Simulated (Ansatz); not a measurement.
Problem. Name a neutral molecule of Al, C, N, O and H with LUMO energy (B3LYP/def2-TZVPP) between -1.50 and -1.20 eV and HOMO energy (B3LYP/def2-TZVPP) between -6.10 and -5.80 eV (Ansatz, PBE0-D4/def2-TZVP geometry).

Solution. `N=C=C[O][AlH2]` (-1.47 eV, -5.94 eV). Other molecules can fit too; these were computed, each in one conformer that needn't be the lowest.

B3LYP here is the variant with VWN-RPA as its local correlation; programs differ in this.
